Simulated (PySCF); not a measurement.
H4Si2, singlet, at the geometry of the source list; DF-SVWN5/def2-TZVPD in PySCF.

PySCF was given this input:
```python
from pyscf import gto, scf, dft

mol = gto.M(
    atom='''
Si   -0.55400000   -0.01010000   -0.00640000
Si    1.55890000    0.86810000   -0.09950000
H    -0.93970000   -0.99400000   -1.03200000
H    -1.48610000    1.11320000   -0.20730000
H    -0.98950000   -0.62700000    1.25750000
H     2.41040000   -0.35010000    0.08770000
''',
    basis='def2-tzvpd',
    verbose=4,
)

mf = dft.RKS(mol)
mf.xc = 'lda,vwn'
mf = mf.density_fit(auxbasis='def2-universal-jkfit')
mf.kernel()
```

It wrote (shortened):

```
PySCF version 2.14.0

[INPUT] verbose = 4
[INPUT] num. atoms = 6
[INPUT] num. electrons = 32
[INPUT] charge = 0
[INPUT] spin (= nelec alpha-beta = 2S) = 0
[INPUT] symmetry False subgroup None
[INPUT] Mole.unit = angstrom
[INPUT] Symbol           X                Y                Z      unit          X                Y                Z       unit  Magmom
[INPUT]  1 Si    -0.554000000000  -0.010100000000  -0.006400000000 AA   -1.046908273009  -0.019086233858  -0.012094247197 Bohr   0.0
[INPUT]  2 Si     1.558900000000   0.868100000000  -0.099500000000 AA    2.945894055584   1.640471248735  -0.188027749394 Bohr   0.0
[INPUT]  3 H     -0.939700000000  -0.994000000000  -1.032000000000 AA   -1.775775639254  -1.878387767818  -1.950197360551 Bohr   0.0
[INPUT]  4 H     -1.486100000000   1.113200000000  -0.207300000000 AA   -2.808321993716   2.103643121866  -0.391740225622 Bohr   0.0
[INPUT]  5 H     -0.989500000000  -0.627000000000   1.257500000000 AA   -1.869884000257  -1.184858280102   2.376330601641 Bohr   0.0
[INPUT]  6 H      2.410400000000  -0.350100000000   0.087700000000 AA    4.554995850652  -0.661593116210   0.165728981124 Bohr   0.0

nuclear repulsion = 75.8928293388156
number of shells = 50
number of NR pGTOs = 182
number of NR cGTOs = 122
basis = def2-tzvpd
ecp = {}

******** <class 'pyscf.df.df_jk.DFRKS'> ********
method = DFRKS
initial guess = minao
damping factor = 0
level_shift factor = 0
DIIS = <class 'pyscf.scf.diis.CDIIS'>
diis_start_cycle = 1
diis_space = 8
diis_damp = 0
SCF conv_tol = 1e-09
SCF conv_tol_grad = None
SCF max_cycles = 50
direct_scf = False
XC library pyscf.dft.libxc version 7.1.2
    S. Lehtola, C. Steigemann, M. J. T. Oliveira, and M. A. L. Marques,  SoftwareX 7, 1–5 (2018)
XC functionals = lda,vwn
    P. A. M. Dirac,  Math. Proc. Cambridge Philos. Soc. 26, 376 (1930)
    F. Bloch,  Z. Phys. 57, 545 (1929)
    S. H. Vosko, L. Wilk, and M. Nusair,  Can. J. Phys. 58, 1200 (1980)
radial grids:
    Treutler-Ahlrichs [JCP 102, 346 (1995); DOI:10.1063/1.469408] (M4) radial grids

becke partition: Becke, JCP 88, 2547 (1988); DOI:10.1063/1.454033
pruning grids: <function nwchem_prune>
grids dens level: 3
symmetrized grids: False
atomic radii adjust function: <function treutler_atomic_radii_adjust>
small_rho_cutoff = 0
Set gradient conv threshold to 3.16228e-05
Initial guess from minao.
tot grids = 77592
init E= -578.823772871736
  HOMO = -0.222201470698209  LUMO = -0.165350333512862  gap/eV = 1.54700
cycle= 1 E= -578.949349976101  delta_E= -0.126  |g|= 0.226  |ddm|= 1.72
  HOMO = -0.206995990263804  LUMO = -0.174122570297634  gap/eV = 0.89453
cycle= 2 E= -578.94765836982  delta_E= 0.00169  |g|= 0.191  |ddm|= 0.459
  HOMO = -0.196633454002637  LUMO = -0.16026497517702  gap/eV = 0.98964
cycle= 3 E= -578.958884316901  delta_E= -0.0112  |g|= 0.0746  |ddm|= 0.284
  HOMO = -0.206064004081403  LUMO = -0.168373417725963  gap/eV = 1.02561
cycle= 4 E= -578.9613264955  delta_E= -0.00244  |g|= 0.00405  |ddm|= 0.0953
  HOMO = -0.206065656426231  LUMO = -0.168322434970845  gap/eV = 1.02705
cycle= 5 E= -578.961330918542  delta_E= -4.42e-06  |g|= 0.00244  |ddm|= 0.00693
  HOMO = -0.206055781975223  LUMO = -0.168260801036439  gap/eV = 1.02845
cycle= 6 E= -578.961333420741  delta_E= -2.5e-06  |g|= 0.000466  |ddm|= 0.003
  HOMO = -0.206068001238915  LUMO = -0.168284362972051  gap/eV = 1.02815
cycle= 7 E= -578.96133351272  delta_E= -9.2e-08  |g|= 0.000171  |ddm|= 0.000986
  HOMO = -0.206065362765157  LUMO = -0.16828607833871  gap/eV = 1.02803
cycle= 8 E= -578.961333526914  delta_E= -1.42e-08  |g|= 7.85e-05  |ddm|= 0.00051
  HOMO = -0.206061536983366  LUMO = -0.168283378784512  gap/eV = 1.02800
cycle= 9 E= -578.961333530518  delta_E= -3.6e-09  |g|= 1.23e-05  |ddm|= 0.000179
  HOMO = -0.206061179061457  LUMO = -0.168282761890536  gap/eV = 1.02800
cycle= 10 E= -578.961333530587  delta_E= -6.87e-11  |g|= 4.18e-06  |ddm|= 2.38e-05
  HOMO = -0.206062183050472  LUMO = -0.168283719537412  gap/eV = 1.02800
Extra cycle  E= -578.961333530579  delta_E= 7.96e-12  |g|= 5.97e-06  |ddm|= 1.19e-05
converged SCF energy = -578.961333530579
```
